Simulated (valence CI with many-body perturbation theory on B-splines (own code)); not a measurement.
## Pb LXII: key properties

Computed by relativistic CI+MBPT: three valence electrons over a frozen Dirac-Fock core [Ar], radial functions for each j: 7 s, 7 p, 8 d, 6 f, 4 g, 1 h, with the one-electron correlation potential Σ1, the two-electron term Σ2, the three-electron term Σ3, Breit, model QED; selected CI, second order for the rest, scaled by the run's own slope (own B-spline code, finite nucleus).

The last digits are not significant, and no measured levels were compared; by estimate large intervals hold to a few tenths of a per cent, small ones and those within an open d or f shell to about a per cent. Excitations out of the core, of the other parity, are not computed and may begin above about 266 eV (a cautious bound); beyond it only levels of the ground parity were kept, without lifetimes. Only levels of the ground parity were solved; by the run's estimate the other parity begins above the list, which can be wrong where configurations are misplaced.

Levels are named by their leading jj configuration (3d3/2^4 stands for four electrons in 3d with j = 3/2), which in mixed levels can hold well under half, so a name can repeat and another be missing.

Rates and lifetimes use the calculated energies. Strong lines usually hold to 10 to 20 %, long lifetimes can be off by a factor of two.

What is the ground level?

(3d3/2^3) J=3/2, composition 42 % 3d³ ²D + 41 % 3d³ ⁴F + 12 % 3d³ ²P, g = 0.738.

What is the ionisation energy?

6597.9 eV; NIST lists 6597 ± 12 eV (theoretical).

How well does LS coupling describe the low levels?

Among the lowest 19 levels the leading LS term, summed over configurations, holds 57 % on average. For single configurations the figures are 57 % in LS and 99 % in jj coupling. Terms mix most in the J = 3/2 level at 117.52 eV, where the leading one holds 38 %.
